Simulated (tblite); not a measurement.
H3Ga (SMILES [GaH3]), singlet, geometry from GFN2-xTB (such geometries of metal compounds can be far from the true shape); GFN1-xTB (tblite).

Here is a job for tblite.
```
$ tblite run mol.xyz --method gfn1 --charge 0 --spin 0 --spin-polarized --json tblite.json --no-restart

# file mol.xyz
4

Ga     0.00000000    -0.00000000     0.00000000
H      0.66218224    -0.42756453     1.35383279
H     -0.30059287     1.51137788    -0.28202977
H     -0.36158937    -1.08381336    -1.07180302
```

Task: Predict the main parts of the log of this tblite run.

Result: 
```
xTB calculator
 | screened Coulomb repulsion
 | Coulomb electrostatics
 |  * isotropic Klopman-Ohno-Mataga-Nishimoto electrostatics
 |  * onsite third-order electrostatics
 | DFT-D3(BJ) dispersion correction
 | Interactions (1)
 | [1] spin polarization

halogen bonding energy    0.0000000000000E+00 Eh
repulsion energy          1.6149006861042E-02 Eh
dispersion energy        -4.0580162609220E-04 Eh
interaction energy        0.0000000000000E+00 Eh
number of electrons       6.0000000000000E+00 e
integral cutoff           4.0000000000000E+01 bohr

------------------------------------------------------------
  cycle        total energy    energy error   density error
------------------------------------------------------------
      1     -2.923219510431  -2.9389627E+00   2.1121287E-01
      2     -2.929233971675  -6.0144612E-03   1.1359877E-01
      3     -2.930352759801  -1.1187881E-03   3.1790476E-02
      4     -2.927722166571   2.6305932E-03   6.9094074E-02
      5     -2.930933393840  -3.2112273E-03   8.9743439E-04
      6     -2.930933936552  -5.4271141E-07   1.3998589E-04
      7     -2.930933939066  -2.5141640E-09   7.6430717E-05
      8     -2.930933943610  -4.5438422E-09   1.6390002E-06
------------------------------------------------------------

electronic energy        -2.9466771488447E+00 Eh
total energy             -2.9309339436097E+00 Eh

Post processing:
 | Mayer-Wiberg bond orders

[Info] JSON dump of results written to 'tblite.json'
```
